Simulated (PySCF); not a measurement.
```xyz
23

B      1.8941     1.4557     0.4256
C      1.2653     0.1168    -0.1049
C      0.3855     0.2901    -1.3758
C     -1.0237    -0.0644    -0.8740
C     -1.1164    -1.5889    -0.7412
C     -0.1685    -1.8965     0.4446
C      0.2808    -0.5049     0.9113
C     -0.9752     0.3407     0.6251
C     -0.7949     1.8001     0.8791
O     -1.6060     2.5644     1.3098
H      2.1755     2.3559    -0.3376
H      2.2348     1.5534     1.5860
H      2.1182    -0.5697    -0.2747
H      0.4371     1.3198    -1.7636
H      0.6814    -0.3729    -2.2031
H     -1.8406     0.3876    -1.4544
H     -2.1489    -1.8982    -0.5177
H     -0.8208    -2.0908    -1.6750
H     -0.6937    -2.4321     1.2502
H      0.6952    -2.5151     0.1566
H      0.6454    -0.4769     1.9481
H     -1.8758     0.0150     1.1676
H      0.2511     2.2108     0.6180
```

Charge 0, multiplicity 1.

Question: Give the Mulliken and meta-Löwdin atomic charges from PySCF with PBE-D3(BJ)/def2-TZVP // PBE0-D4/def2-SVP.

Answer: 
```
atom  Mulliken (e)  meta-Löwdin (e)
----  ------------  ---------------
B1           -0.27            -0.12
C2           -0.06            -0.18
C3           -0.23            -0.22
C4            0.02            -0.06
C5           -0.23            -0.21
C6           -0.17            -0.22
C7            0.01            -0.06
C8            0.00            -0.14
C9           -0.01             0.30
O10          -0.16            -0.33
H11           0.03             0.01
H12           0.02             0.01
H13           0.08             0.13
H14           0.12             0.11
H15           0.09             0.11
H16           0.09             0.11
H17           0.10             0.11
H18           0.09             0.11
H19           0.10             0.11
H20           0.08             0.11
H21           0.10             0.11
H22           0.08             0.12
H23           0.13             0.09
```
